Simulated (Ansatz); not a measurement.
Cartesian coordinates (Å):
SMILES: C[SiH2]
```xyz
7

C     -0.8066    -0.1350     0.0455
Si     1.0022     0.2692     0.3725
H     -0.9528    -0.4097    -1.0032
H     -1.1377    -0.9706     0.6636
H     -1.4437     0.7235     0.2625
H      1.4591     1.4243    -0.4455
H      1.8794    -0.9016     0.1046
```
Charge 0, spin multiplicity 2.

Calculation: frozen-core CCSD(T)/def2-TZVPP // B3LYP-D3(BJ)/def2-TZVP (Ansatz, a program for electronic structure).

- HF energy: -329.69898 Ha
- MP2 correlation energy: -0.29144 Ha

Task: Estimate the CCSD correlation energy, the (T) correction, the total energy and the T1 diagnostic.

Result: 
```json
{
 "CCSD correlation energy": "-0.32704 Ha",
 "(T) correction": "-0.01108 Ha",
 "CCSD(T) total energy": "-330.03710 Ha",
 "T1 diagnostic": "0.012"
}
```
